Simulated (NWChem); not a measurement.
System: C3H10Si; SMILES [SiH3]CCC

Parts of the log:

```
             Northwest Computational Chemistry Package (NWChem) 7.3.0
             --------------------------------------------------------

 CS  symmetry detected

                             Geometry "geometry" -> ""
                             -------------------------

 Output coordinates in angstroms (scale by  1.889725989 to convert to a.u.)

  No.       Tag          Charge          X              Y              Z
 ---- ---------------- ---------- -------------- -------------- --------------
    1 Si                  14.0000     0.07727135     1.78503627     0.00000000
    2 C                    6.0000    -0.58375501     0.01742201     0.00000000
    3 C                    6.0000     0.49202831    -1.06917423     0.00000000
    4 C                    6.0000    -0.07553279    -2.48153837     0.00000000
    5 H                    1.0000    -1.04955765     2.76957038     0.00000000
    6 H                    1.0000     0.92166666     2.03393875    -1.21136887
    7 H                    1.0000     0.92166666     2.03393875     1.21136887
    8 H                    1.0000    -1.24176701    -0.09691129    -0.88044631
    9 H                    1.0000    -1.24176701    -0.09691129     0.88044631
   10 H                    1.0000     1.14785811    -0.93857819    -0.87894944
   11 H                    1.0000     1.14785811    -0.93857819     0.87894944
   12 H                    1.0000    -0.70374005    -2.65896282     0.88787324
   13 H                    1.0000     0.72328023    -3.23930758     0.00000000
   14 H                    1.0000    -0.70374005    -2.65896282    -0.88787324

 Effective nuclear repulsion energy (a.u.)     166.8147620658

      Symmetry information
      --------------------

 Group name             Cs
 Group number              2
 Group order               2
 No. of unique centers    10

                                 NWChem DFT Module
                                 -----------------

 Summary of "ao basis" -> "ao basis" (spherical)
 ------------------------------------------------------------------------------
       Tag                 Description            Shells   Functions and Types
 ---------------- ------------------------------  ------  ---------------------
 Si                         def2-svp                 8       18   4s3p1d
 C                          def2-svp                 6       14   3s2p1d
 H                          def2-svp                 3        5   2s1p

      Symmetry analysis of basis
      --------------------------

        a'         71
        a"         39

            General Information
            -------------------
          SCF calculation type: DFT
          Wavefunction type:  closed shell.
          No. of atoms     :    14
          No. of electrons :    42
           Alpha electrons :    21
            Beta electrons :    21
          Charge           :     0
          Spin multiplicity:     1
          Use of symmetry is: on ; symmetry adaption is: on
          Maximum number of iterations: 150
          AO basis - number of functions:   110
                     number of shells:    56
          Convergence on energy requested:  1.00D-06
          Convergence on density requested:  1.00D-05
          Convergence on gradient requested:  5.00D-04

              XC Information
              --------------
                        Slater Exchange Functional  1.000 local
                      VWN V Correlation Functional  1.000 local

             Grid Information
             ----------------
          Grid used for XC integration:  medium
          Radial quadrature: Mura-Knowles
          Angular quadrature: Lebedev.
          Tag              B.-S. Rad. Rad. Pts. Rad. Cut. Ang. Pts.
          ---              ---------- --------- --------- ---------
          Si                  1.10       88          12.0       590
          C                   0.70       49          13.0       434
          H                   0.35       45          14.0       434
          Grid pruning is: on
          Number of quadrature shells:   505
          Spatial weights used:  Erf1

      Superposition of Atomic Density Guess
      -------------------------------------

 Sum of atomic energies:        -406.60576600

      Non-variational initial energy
      ------------------------------

 Total energy =    -409.170528
 1-e energy   =    -887.350539
 2-e energy   =     311.365248
 HOMO         =      -0.358037
 LUMO         =       0.074132

      Symmetry analysis of molecular orbitals - initial
      -------------------------------------------------

  Numbering of irreducible representations:

     1 a'          2 a"

  Orbital symmetries:

     1 a'          2 a'          3 a'          4 a'          5 a'
     6 a'          7 a'          8 a"          9 a'         10 a'
    11 a'         12 a'         13 a"         14 a'         15 a'
    16 a"         17 a'         18 a"         19 a'         20 a"
    21 a'         22 a'         23 a'         24 a'         25 a"
    26 a'         27 a"         28 a'         29 a'         30 a"
    31 a'

     ---------------------------------------------
      Total Density - Mulliken Population Analysis
     ---------------------------------------------

[...]
```

Level: LDA (Slater exchange, VWN5)/def2-SVP. The geometry was optimised at PBE0/def2-SVP.

Q: Write an input that gives this output.

A: One answer among several that fit: the input that was run:
```
start job
memory heap 200 mb stack 900 mb global 1100 mb
geometry units angstroms noautoz
  Si     0.065839     1.780135    -0.000713
  C     -0.587012     0.009485    -0.001210
  C      0.493778    -1.072128     0.001513
  C     -0.067249    -2.487100     0.000434
  H     -1.065524     2.759451    -0.003710
  H      0.911624     2.032193    -1.210463
  H      0.906523     2.033681     1.212269
  H     -1.242488    -0.108178    -0.883107
  H     -1.246486    -0.107598     0.877781
  H      1.151081    -0.938620    -0.875906
  H      1.146910    -0.938385     0.881988
  H     -0.695551    -2.667763     0.887581
  H      0.735058    -3.241170     0.001021
  H     -0.693708    -2.667088    -0.888166
end
basis spherical
  * library def2-svp
end
dft
  xc slater vwn_5
  iterations 150
  mulliken
end
task dft energy
```
